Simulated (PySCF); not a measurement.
Species: C3H10FSi3 (doublet state).
Z-matrix (Å and degrees, GFN2-xTB geometry), rows numbered from 1:
```
F 
C   1  1.3599
Si  2  1.8782  1  114.47
C   3  1.8985  2  107.35  1   161.56
Si  4  1.9001  3  115.53  2    41.04
C   5  1.9000  4  108.19  3   -60.56
Si  2  1.8783  1  114.45  3  -174.52
H   3  1.4727  2  109.84  1   -78.93
H   3  1.4697  2  109.21  1    40.12
H   4  1.0885  3  108.30  2   164.10
H   4  1.0899  3  108.99  2   -81.28
H   5  1.4742  4  109.50  3  -179.83
H   5  1.4691  4  110.64  3    60.81
H   6  1.0899  5  108.37  4   -62.10
H   6  1.0886  5  109.39  4  -177.00
H   7  1.4731  2  109.80  1    78.94
H   7  1.4701  2  109.26  1   -40.17
```

The hyperfine couplings belong to this conformer and change with its torsions.

The species is `[SiH2]1C[SiH2][C]([SiH2]C1)F` [radical].

Method used: UKS B3LYP, pcH-1 on C F H Si, non-relativistic, mean-field spin-orbit, GIAO in PySCF 2.14.0. Isolated species at its GFN2-xTB geometry (one conformer only). Couplings are sensitive to structure, and on GFN2-xTB geometries they can be far from those on DFT ones. Stability of the SCF solution: not tested.

Q: What are g_iso and the isotropic 19F coupling of F1?

A: g_iso = 2.00435 and a = +147.42 MHz, or +5.255 mT (Mulliken spin population +0.08).

Q: For one electron spin and this one nucleus (I = 1/2, g_N = 5.2577), compare first-order, second-order and exact resonance fields at 9.541 GHz.

A: B0 = hν/(g μB) = 340.102 mT and a/B0 = 0.0155. B(1) = B0 − a·mI, B(2) = B(1) − a²[I(I+1) − mI²]/(2B0); the exact values solve the Breit–Rabi equation, nuclear Zeeman term included.

```json
{"mI": "−1/2", "first order (mT)": "342.729", "second order (mT)": "342.709", "exact (mT)": "342.709", "exact − first order": "-0.020"}
{"mI": "+1/2", "first order (mT)": "337.474", "second order (mT)": "337.454", "exact (mT)": "337.454", "exact − first order": "-0.020"}
```

Q: What g and a would be read from the two outer exact lines by first-order rules?

A: Their midpoint, 340.081 mT, gives an apparent g of 2.00447 (true 2.00435), and their distance over 2I an apparent |a| of 5.255 mT (true 5.255).

Other couplings of abundant isotopes, left aside here: 4 × 1H 49 MHz, 2 × 1H 2 MHz.

Means are taken over nuclei equivalent by connectivity, which assumes that they swap fast. The 1H value of +48.7 MHz is a mean of couplings from 27.0 to 70.4 MHz in this one geometry, not an average over conformers.

Hardware: one thread of an Arm Neoverse V2, shared host with 96 logical CPUs at a one-minute load of 59. Cost: 2.1 min wall (with the writing of density and orbital grids), 1.1 GiB resident at most.
